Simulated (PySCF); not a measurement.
**A small calculation by hand: chemical shift, span and skew from a shielding tensor**

Si(OH)(OMe) (CH4O2Si), SMILES CO[Si]O (connectivity only; charge and spin as stated), neutral, multiplicity 1. Atoms are numbered in the order given.

```xyz
8

Si     0.6455    -0.6147     0.0000
O     -0.4685    -1.8527     0.0000
H     -1.3976    -1.5720     0.0000
O     -0.4310     0.6796     0.0000
C     -0.0779     2.0468     0.0000
H     -0.4971     2.5402    -0.8924
H     -0.4971     2.5402     0.8924
H      1.0176     2.2008     0.0000
```

Geometry: r2SCAN-D4/def2-SVP. The values are those of a single conformer.

GIAO shieldings from PBE0/pcSseg-1 in PySCF, non-relativistic, no solvent. The symmetric part of the tensor of C5 has the principal values 101.5, 118.0, 179.7 ppm. The same nucleus in TMS has σ = 186.3 ppm at this level (PySCF, at its B3LYP-D3(BJ)/def2-TZVP geometry).

Problem. Work out the isotropic shielding, the ¹³C shift against TMS, the span and the skew.

Solution. 
σ(iso) = (σ11 + σ22 + σ33)/3 = 133.1 ppm. δ = σ(ref) − σ(iso) = 186.3 − (133.1) = 53.2 ppm.
Span Ω = σ33 − σ11 = 78.2 ppm. Skew κ = 3(σ(iso) − σ22)/Ω = 0.58. Tumbling in solution averages the tensor to δ; in a static solid the shielding alone would spread this spin-1/2 line over Ω.
